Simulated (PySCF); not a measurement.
Telling isomers of C₇H₇N apart by NMR

How the numbers were obtained: σ from GIAO-PBE0/pcSseg-1, geometry: GFN2-xTB, in PySCF 2.14 (a single conformation, gas phase, one averaged value for each set of equivalent atoms, non-relativistic Hamiltonian).

Shifts are taken against calculated references (same method and geometry level): TMS for 1H, 13C. Where no couplings were computed, multiplicities follow the n + 1 count of equivalent neighbours, and m marks all less simple cases (inequivalent or close neighbours, rings, F or P nearby). Shifts are as computed. Against solution values, carbons near 30 ppm lie about +3 ppm off and those near 130 ppm about +5 ppm. Of 1211 compounds with measured shifts, 218 miss one by over three times the rms of a fit or turn the order of signals round; such compounds aren't used in these exercises.

(1) Tabulate the signals of `C/C=C(\C)C#CC#N`, `N#C[C@@]12C=CC[C@@H]1C2` and their relative energies.

(2) What is the quickest way to tell C/C=C(\C)C#CC#N from N#C[C@@]12C=CC[C@@H]1C2?

## Answers

(1) 
```tsv
SMILES	carbon types	δC	δH	E rel. (kcal/mol)
C/C=C(\C)C#CC#N	4×C 1×CH 2×CH3	156.5, 120.7, 111.8, 88.5, 72.2, 18.6, 18.6	6.90 (q, 1H), 2.02 (s, 3H), 1.99 (d, 3H)	23.4
N#C[C@@]12C=CC[C@@H]1C2	2×C 3×CH 2×CH2	141.2, 138.9, 125.3, 40.5, 30.4, 29.7, 23.1	6.17 (d, 1H), 5.67 (m, 1H), 2.94 (m, 1H), 2.45 (m, 1H), 2.23 (m, 1H), 1.47 (m, 1H), 0.33 (m, 1H)	0.0
```

Energies are electronic energies at PBE0/pcSseg-1 on these geometries, without zero-point or thermal terms, each for the one conformer computed, which needn't be the lowest.

(2) Both give the same number of carbon signals, but DEPT or the intensities differ. The first has an allylic methyl carbon (CH3) at 18.6 ppm, the second an allylic sp3 CH2 at 40.5 ppm. Their most deshielded carbons lie at 156.5 and 141.2 ppm. In the proton spectra the most deshielded non-exchanging signals are 6.90 (q, 1H) and 6.17 (d, 1H).
